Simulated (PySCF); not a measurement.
# 17O chemical shifts

[PySCF 2.14: shielding tensors at PBE0/pcSseg-1 (GIAO); structure optimised with GFN2-xTB; fast rotation and ring inversion assumed for equivalent nuclei; non-relativistic; one conformer; gas phase]

Shieldings were converted by a linear fit to measured shifts: 17O (scatter 10.7 ppm rms, 12.2 ppm with the 3 outliers that the fit left out vs liquid water, solution or neat liquid). Occasional misses reach two or three times the rms, and more in compound classes unlike the fitted ones.

Give the 17O shifts of `C[C@@H](F)CC[C@H](Cl)CO`, `CO[C@](C)(CF)CCCl`, `CC[C@@H](F)[C@@H](CCl)OC`, `CC[C@@H](OC)[C@](C)(F)Cl`, `CO[C@@H](C)[C@@H](Cl)CCF`, `C[C@@H](F)CC[C@@H](Cl)CO`.

Answers


```
                compound     environment  δ (ppm)
 C[C@@H](F)CC[C@H](Cl)CO  alcohol oxygen     -5.8
       CO[C@](C)(CF)CCCl    ether oxygen     12.2
CC[C@@H](F)[C@@H](CCl)OC    ether oxygen      5.6
CC[C@@H](OC)[C@](C)(F)Cl    ether oxygen     -1.6
CO[C@@H](C)[C@@H](Cl)CCF    ether oxygen     -4.0
C[C@@H](F)CC[C@@H](Cl)CO  alcohol oxygen     -7.3
```
